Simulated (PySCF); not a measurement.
Vibration and rotation of GeCl

UHF-CCSD(T) constants of GeCl, ²Π (doublet), unpaired electrons π ↑ (Ge pcseg-1, Cl pcseg-1; no relativity (PySCF 2.14); masses 73.9212 and 34.9689 u):

| Property | Result |
| --- | --- |
| ωe | 386.5 cm⁻¹ |
| ωexe | 1.29 cm⁻¹ |
| Be | 0.14447 cm⁻¹ |
| αe | 0.000720 cm⁻¹ |
| D (centrifugal) | 8.08e-08 cm⁻¹ |
| De to Ge + Cl | 3.49 eV |

Q: Give the vibrational terms G(v) and spacings up to v = 6.

A: G(v) = ωe(v+½) − ωexe(v+½)².

```tsv
v	G(v) (cm⁻¹)	G(v) − G(v−1)	Bv (cm⁻¹)
0	192.9		0.1441
1	576.8	383.9	0.1434
2	958.2	381.3	0.1427
3	1336.9	378.8	0.1419
4	1713.1	376.2	0.1412
5	2086.7	373.6	0.1405
6	2457.7	371.0	0.1398
```

Q: How well does the Morse estimate ωe²/(4ωexe) reproduce De, and what is D0?

A: It gives 3.59 eV, 103 % of the computed De. D0 = De − G(0) = 3.49 − 0.02 = 3.47 eV.

Correlated steps freeze 14 core orbitals. Correlated levels converge slowly with the basis: in double zeta they bind strong bonds too weakly, by up to about 1 eV, and carry superposition errors of some tenths. Spin–orbit coupling is left out. The state is the lowest determinant that a PBE0 search found; another state may lie lower at other levels.
